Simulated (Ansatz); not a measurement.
Computed with Ansatz on PBE0-D4/def2-TZVP structures; ΔE is electronic, products minus reactants. CCSD(T)/CBS is the MP2 limit (def2-TZVPP, def2-QZVPP) plus CCSD(T) − MP2 in def2-TZVPP, frozen cores. DFT in def2-TZVPP. B3LYP here is the variant with VWN-RPA as its local correlation; programs differ in this. One conformer a species, not always the lowest.

Consider the cleavage of the Si–Si bond: `O[SiH](F)[SiH2]F` + `N[Si](O)(O)F` → `O[Si](O)(F)N[SiH2]F` + `O[SiH2]F`.

```tsv
level	ΔE (kJ/mol)	difference from CCSD(T)/CBS
PBE-D4	-79.3	23.8
r2SCAN-D4	-95.9	7.2
PBE0-D4	-87.9	15.2
B3LYP-D4	-97.4	5.7
ωB97X-V	-97.1	6.0
ωB97M-V	-104.8	-1.7
B2PLYP	-102.7	0.4
PBE	-77.5	25.6
r2SCAN	-95.2	7.9
PBE0	-86.3	16.8
B3LYP	-94.7	8.4
HF/def2-TZVPP	-115.1	-12.0
MP2/def2-TZVPP	-113.2	-10.1
SCS-MP2/def2-TZVPP	-112.8	-9.7
CCSD/def2-TZVPP	-106.6	-3.5
CCSD(T)/def2-TZVPP	-105.6	-2.5
HF/def2-QZVPP	-116.4	-13.3
MP2/def2-QZVPP	-112.3	-9.2
SCS-MP2/def2-QZVPP	-111.8	-8.7
HF/CBS(def2)	-116.6	-13.5
MP2/CBS(def2)	-110.8	-7.7
CCSD/CBS(def2)	-104.2	-1.1
CCSD(T)/CBS	-103.1	0
```

Largest T1 diagnostic among the species: 0.012.

From PBE to PBE0 (25 % exact exchange), in def2-TZVPP and without D4, ΔE moves by −8.8 kJ/mol.
